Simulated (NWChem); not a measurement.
Everything below was run with NWChem. System: C₂H₇FOSi, charge 0, spin multiplicity 1, at a geometry optimised with PBE0/def2-SVP. The structure started from a generated list of species. Level: MP2/def2-SVP, 9 core orbitals frozen.

Part of the output:

```
             Northwest Computational Chemistry Package (NWChem) 7.3.0
             --------------------------------------------------------

                                NWChem Input Module
                                -------------------

 Scaling coordinates for geometry "geometry" by  1.889725989
 (inverse scale =  0.529177249)

                             Geometry "geometry" -> ""
                             -------------------------

 Output coordinates in angstroms (scale by  1.889725989 to convert to a.u.)

  No.       Tag          Charge          X              Y              Z
 ---- ---------------- ---------- -------------- -------------- --------------
    1 C                    6.0000     1.80571500    -1.06754600    -0.41809800
    2 Si                  14.0000     0.49959500     0.22882300    -0.11219100
    3 F                    9.0000     0.61768800     0.70218500     1.44625100
    4 C                    6.0000    -1.22190600    -0.48184700    -0.39576400
    5 O                    8.0000    -2.16930300     0.55611400    -0.34341900
    6 H                    1.0000     1.82607600    -1.36686000    -1.47808400
    7 H                    1.0000     2.80307400    -0.68071700    -0.15805200
    8 H                    1.0000     1.62427600    -1.96796400     0.18950200
    9 H                    1.0000     0.70603500     1.44057500    -0.95377600
   10 H                    1.0000    -1.39543600    -1.26538000     0.37208400
   11 H                    1.0000    -1.21628700    -1.00987400    -1.37462200
   12 H                    1.0000    -3.04968700     0.17448200    -0.41210300

 Effective nuclear repulsion energy (a.u.)     244.0156314027

            Nuclear Dipole moment (a.u.)
            ----------------------------
        X                 Y               Z
 ---------------- ---------------- ----------------
     0.0000056692     0.0000056692     0.0000188973


 Summary of "ao basis" -> "" (spherical)
 ------------------------------------------------------------------------------
       Tag                 Description            Shells   Functions and Types
 ---------------- ------------------------------  ------  ---------------------
 *                          def2-svp                  on all atoms

 Summary of "ao basis" -> "ao basis" (spherical)
 ------------------------------------------------------------------------------
       Tag                 Description            Shells   Functions and Types
[...]
    4 C    6     6.07   1.99  0.87  0.26  1.99  0.90  0.06
    5 O    8     8.44   1.99  1.05  0.71  2.85  1.83  0.01
    6 H    1     0.93   0.74  0.17  0.03
    7 H    1     0.92   0.73  0.16  0.03
    8 H    1     0.93   0.73  0.17  0.03
    9 H    1     1.16   0.75  0.39  0.01
   10 H    1     0.96   0.76  0.18  0.02
   11 H    1     0.97   0.76  0.18  0.02
   12 H    1     0.80   0.68  0.05  0.07

       Multipole analysis of the density wrt the origin
       ------------------------------------------------

     L   x y z        total         open         nuclear
     -   - - -        -----         ----         -------
     0   0 0 0     -0.000000      0.000000     50.000000

     1   1 0 0     -0.221836      0.000000      0.000006
     1   0 1 0     -1.071746      0.000000      0.000006
     1   0 0 1     -0.724090      0.000000      0.000019

     2   2 0 0    -23.959009      0.000000    357.652340
     2   1 1 0      2.083067      0.000000    -58.215628
     2   1 0 1     -0.361672      0.000000     37.455566
     2   0 2 0    -29.397130      0.000000     95.729515
     2   0 1 1     -0.463962      0.000000     43.928591
     2   0 0 2    -30.258199      0.000000     97.441025

                   NWChem MP2 Semi-direct Energy/Gradient Module
                   ---------------------------------------------

  Basis functions       =    109
  Molecular orbitals    =    109
  Frozen core           =      9
  Frozen virtuals       =      0
  Active alpha occupied =     16
  Active beta occupied  =     16
  Active alpha virtual  =     84
  Active beta virtual   =     84
  Use MO symmetry       = F
  Use skeleton AO sym   = F

  AO/Fock/Back tols     =   1.0D-09  1.0D-09  1.0D-09

 GA uses MA = F    GA memory limited = T

 Available:
  local mem=  1.15D+08
 global mem=  1.31D+08
 local disk=  0.00D+00
  mp2_memr nvloc                    84
  nvloc new                    84
   1 passes of  16:        3145728                      58509                  25500479.
   1 passes of  16: M    114683677           G      131048238           F     111537949.

 Semi-direct pass number   1 of   1  for RHF alpha+beta  at        5.8s
  vrange nnbf                  5576
  mp2_eaftype                    97  avail_ma_in_mb                   999
 EAF : mp2_eaftype filesize          97   12750240.
  mp2_eaf for mointskh                     97
Node 0 wrote     60.0 Mb in      0.0 s     Agg I/O rate:  1947.0 Mb/s
 Done moints_semi at       11.0s
  mp2_eaftype                    97  avail_ma_in_mb                   902
 EAF : mp2_eaftype filesize          97   12750240.
  mp2_eaf for kh                    97
 Done maket at       11.5s
 Done multipass loop at       11.5s

          -------------------------------------------
          SCF energy                -542.816056536606
          Correlation energy          -0.753828837654
          Singlet pairs               -0.479856251106
          Triplet pairs               -0.273972586548
          Total MP2 energy          -543.569885374260
          -------------------------------------------

          ---------------------------------------------------
                    Spin Component Scaled (SCS) MP2
          Same spin pairs                     -0.182648391032
          Same spin scaling factor             0.333333333333
          Opposite spin pairs                 -0.571180446622
          Opposite spin scaling fact.          1.200000000000
          SCS-MP2 correlation energy          -0.746299332958
          Total SCS-MP2 energy              -543.562355869563
          ---------------------------------------------------

 -----------------------
 Performance information
 -----------------------

 Timer overhead =  2.37D-07 seconds/call

               Nr. of calls         CPU time (s)                 Wall time (s)                GFlops
             ---------------    -------------------     ------------------------------   -------------------
Name         Min   Avg   Max    Min     Avg     Max     Min     Avg     Max   Mx/calls   Min     Max     Sum
mp2: moin     1     1     1    5.2     5.2     5.2      5.2     5.2     5.2     5.2      0.0     0.0     0.0
mp2: make     1     1     1   0.50    0.50    0.50     0.50    0.50    0.50    0.50      0.0     0.0     0.0
mp2: tota     1     1     1    5.7     5.7     5.7      5.7     5.7     5.7     5.7      0.0     0.0     0.0

 The average no. of pstat calls per process was 3.00D+00
 with a timing overhead of 7.10D-07s

 Task  times  cpu:       11.5s     wall:       11.5s

 Total times  cpu:       11.5s     wall:       11.5s
```

Write an NWChem input that would produce this output.

This is not unique; one that fits is 
```
start mol
memory heap 200 mb stack 800 mb global 1000 mb
geometry units angstroms nocenter noautoz noautosym
  C      1.805715    -1.067546    -0.418098
  Si     0.499595     0.228823    -0.112191
  F      0.617688     0.702185     1.446251
  C     -1.221906    -0.481847    -0.395764
  O     -2.169303     0.556114    -0.343419
  H      1.826076    -1.366860    -1.478084
  H      2.803074    -0.680717    -0.158052
  H      1.624276    -1.967964     0.189502
  H      0.706035     1.440575    -0.953776
  H     -1.395436    -1.265380     0.372084
  H     -1.216287    -1.009874    -1.374622
  H     -3.049687     0.174482    -0.412103
end
basis spherical
  * library def2-svp
end
scf
  rhf
  nopen 0
  maxiter 100
  thresh 1e-7
  semidirect memsize 60000000 filesize 0
end
mp2
  freeze core 9
end
task mp2 energy
```
